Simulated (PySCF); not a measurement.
# Ba: excitation energy

Ba [Xe] 6s2 (1S) → Ba [Xe] 6p2 (3P), as a difference of total energies. All numbers are calculated (PySCF 2.14, scalar relativity by spin-free X2C-1e, in ANO-RCC-VTZP). Correlated levels: valence: [Xe] frozen; valence and next inner shell: [Kr] 4d10 frozen. The calculations carry no spin-orbit coupling.

```
                                method  excitation energy (eV)
                                   UHF                   3.346
                                   LDA                   3.957
                                   PBE                   3.677
                                  PBE0                   3.693
                                r2SCAN                   3.396
                                B2PLYP                   3.929
                         MP2 (valence)                   3.697
                     SCS-MP2 (valence)                   3.847
    MP2 (valence and next inner shell)                   4.105
SCS-MP2 (valence and next inner shell)                   4.166
```

Estimate what BLYP gives.

3.912 eV, closest to B2PLYP among the rows shown.

Estimate what revPBE gives.

3.557 eV, closest to PBE among the rows shown.

A first-order spin-orbit estimate (lowest level to lowest level, LS coupling) adds -0.061 eV.

The basis was made for the ground configuration and has no added diffuse functions, so the excitation energy can come out too high.
